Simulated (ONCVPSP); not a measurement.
## What one change does to a pseudopotential (boron (B), ONCV)

ONCVPSP 4.0.1 input, shortened (lines: element, Z, core and valence counts, functional; n l f; lmax; l rc ep ncon nbas qcut; lloc lpopt rc5 dvloc0; l nproj debl; icmod fcfact rcfact), PBE, scalar-relativistic:

```
  B 5.00    1    2        4      upf
    1    0    2.00
    2    0    2.00
    2    1    1.00
    1
    0    1.35    0.00    3    8    5.00
    1    3.70    0.00    4    8    3.00
    4    5    1.05    0.00
    0    1    2.00
    1    2    3.50
    3    3.75    1.00
```

Change: p: rc 3.02.

Cutoffs: the cutoffs (Ha) at which the residual kinetic energy of the hardest occupied pseudo-wave falls to 1 and 0.1 mHa per electron; they do not see the model core or the augmentation charge, which bear on the density cutoff. Errors are all-electron minus pseudo energies relative to the spin-unpolarised reference configuration.

Problem. Predict the effect on cutoff, ghosts and configuration errors.

Solution. The potential gets neither clearly harder nor softer (10 Ha and 24 Ha → 10 Ha and 24 Ha); the s channel sets the loose cutoff, while the largest relative change is in p, which becomes harder; of the 4 tests that both files solve, the error grows in 0 and shrinks in 4 by more than 15 % and 0.3 meV (median size 262.9 → 169.3 meV); neither file shows a bound ghost. Less of the atom is replaced, so other configurations are described better.

```tsv
quantity	base	changed
cutoff, loose	10 Ha	10 Ha
cutoff, tight	24 Ha	24 Ha
loose cutoff by channel	s 10 Ha, p 3.6 Ha	s 10 Ha, p 5.1 Ha
bound ghosts	none	none
GHOST(+) flags under 300 eV	p at 87.0 eV	p at 85.0 eV
error for 2s2 2p0, meV [ΔE 8.22 eV]	+286	+177
error for 2s1 2p0, meV [ΔE 33.64 eV]	+803	+533
error for 2s2 2p0.5, meV [ΔE 2.89 eV]	+37	+16
error for 2s0 2p3, meV [ΔE 11.72 eV]	-240	-161
s: phases at 1.37 bohr within 0.05 rad from the reference energy up to (Ha; the scan ends near 5)	2.3	2.3
rms error of d²Exc/dni dnj with the model core, mHa	1.27	1.63
```

Changed file: The cutoffs count occupied waves only; projector 2 of the p channel, the hardest unoccupied one, needs 31 Ha at the loose tolerance.
